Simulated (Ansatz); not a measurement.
Single points on As₄⁺.

```yaml
crystal:
  periodic: [false, false, false]
  atoms:
    - {symbol: As, position_ang: [-0.787835, -0.211253, -1.039962]}
    - {symbol: As, position_ang: [1.348719, -1.349281, -0.471699]}
    - {symbol: As, position_ang: [0.854915, 0.966864, 0.284807]}
    - {symbol: As, position_ang: [-1.415810, 0.593671, 1.226845]}
basis:
  gaussian: {orbitals: def2-SVP, initial_orbitals: start.molden}
total_charge: 1
magnetization: {spin_polarized: true, initial_magnetization: 3}
hamiltonian: {xc: {text: "exchange = 0.85*pbe_x + 0.15*exact_x\ncorrelation = pbe_c"}}
scf: {omitted_lower_state_checks: [starts]}
output: {orbitals: {seedname: orbitals}}
```

The file start.molden holds the orbitals of an earlier run on this structure, at another level or in another basis.

```sh
$ ansatz run in.yaml --threads 4 --pin off --events-out ev --progress --plain --max-ram 4787MiB
```

Output, abridged:

```
Functional definition: unnamed
1258 factors; integrals over basis functions are off by at most 5.9e-4 eV
mean field evaluation 1: about -243295.9264 eV, gradient 6.4e0 eV
mean field evaluation 2: about -243296.0142 eV, gradient 9.1e-2 eV
mean field evaluation 4: about -243296.0172 eV, gradient 3.4e-4 eV
mean field evaluation 8: about -243296.0172 eV, gradient 1.6e-5 eV
mean field -243296.01723249 eV, -8940.9637213306 hartree, gradient 1.6e-5 eV, S^2 3.765145; 0 other end points of the search recorded, 0 dependent functions left out
reference -243296.01725942 eV, -8940.9637223202 hartree; 67, 64 occupied and 61, 64 virtual orbitals, 1258 factors
Total energy: -243296.01725942 eV, -8940.9637223202 hartree
Checks for a lower state left out: starts
```

Run time 4.5 s (4 threads of Arm Neoverse V1 on a shared host).

First input, but with `hamiltonian: {xc: {text: "exchange = 0.90*pbe_x + 0.10*exact_x\ncorrelation = pbe_c"}}` (abridged; 4.4 s):

```
Functional definition: unnamed
mean field -243294.71714503 eV, -8940.9159439977 hartree, gradient 1.2e-5 eV, S^2 3.762826
Total energy: -243294.71717363 eV, -8940.9159450487 hartree
Checks for a lower state left out: starts
```

First input, but with `gaussian: {orbitals: def2-TZVP, initial_orbitals: start.molden}`, `hamiltonian: {xc: r2scan, dispersion: d4}` (abridged; 11 s):

```
Functional definition: r2SCAN
mean field -243357.37770188 eV, -8943.2186769891 hartree, gradient 1.9e-5 eV, S^2 3.772485
Total energy: -243357.42349984 eV, -8943.2203600328 hartree
Checks for a lower state left out: starts
```

Geometry: PBE-D4/def2-SVP.

At PBE0-D4/def2-TZVP a doublet of charge 1 lies 1.69 eV below the quartet, each at its own geometry. The structure comes from a short search, and lower isomers may exist.
